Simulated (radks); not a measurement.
The numbers below are computed, except where a source is named.
Question: The mean radii <r> (bohr) of the occupied orbitals of an atom or ion are listed with their occupations. Level of theory: scalar-relativistic Kohn-Sham, exchange-only B88, spin-polarised, spherical densities, finite nucleus; Fermi nuclear charge, rms radius of each element as measured or else 0.836 A^(1/3) + 0.57 fm (a radial shooting solver on a logarithmic mesh with Libxc functionals).

| orbital | occ. | <r> |
|---|---|---|
| 1s up | 1 | 0.01628 |
| 1s down | 1 | 0.01627 |
| 2s up | 1 | 0.06660 |
| 2s down | 1 | 0.06669 |
| 2p up | 2 | 0.05977 |

Name the element and its charge. Open shells, if any, are filled with parallel spins first.

Answer: Z = 81, thallium, charge +75: Tl75+ in [He] 2s2 2p2. The 1s radius gives Z: for a bare nucleus <r> = (2 gamma + 1)/(2Z) with gamma = sqrt(1 - (Z/c)^2), 0.01613 bohr for Z = 81, and screening makes it slightly larger (0.01628 here). The occupations add up to 6, and the charge is Z minus that.
